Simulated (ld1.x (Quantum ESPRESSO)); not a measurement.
**Configuration tests for Hf (TM semilocal)**

* Element: hafnium
* Generator: ld1.x (Quantum ESPRESSO) 7.5
* Type: norm-conserving Troullier–Martins (semilocal form)
* Functional: PBE
* Relativity: scalar-relativistic
* Frozen core: [Kr] 4d10 4f14
* Valence charge: 12
* Reference configuration: 5s2 5p6 5d2 6s2 6p0
* Partial waves: 5s (bound): rc 1.20 bohr; 5p (bound): rc 1.40 bohr; 5d (bound): rc 2.22 bohr
* Local potential: the d channel
* Core correction: none

Occupied shells without a wave of their own: 6s. They enter only through the test configuration that unscreens the potential.

Energies are relative to the spin-unpolarised reference configuration 5s2 5p6 5d2 6s2 6p0; without spin polarisation the order of configurations can differ from experiment.

```
valence configuration  charge  ΔE all-electron (eV)  error AE − PS (meV)
  5s2 5p6 5d2 6s1 6p0      +1                 7.976                  -81
  5s2 5p6 5d2 6s0 6p0      +2                22.156                 -186
  5s2 5p6 5d1 6s0 6p0      +3                43.950                 -275
  5s2 5p6 5d1 6s2 6p1       0                 1.962                  +20
5s2 5p6 5d2 6s1.5 6p0    +0.5                 3.254                  -37
  5s2 5p6 5d1 6s2 6p0      +1                 6.498                 -5.1
```

(1) What are ΔE and the potential's error for 5s2 5p5 5d2 6s2 6p0?

Answers

(1) ΔE = 41.021 eV all-electron; the error (AE − PS) is -149 meV.

The 6s level has no wave, so the channel is fitted at the deeper level alone: the likely source of the large errors.
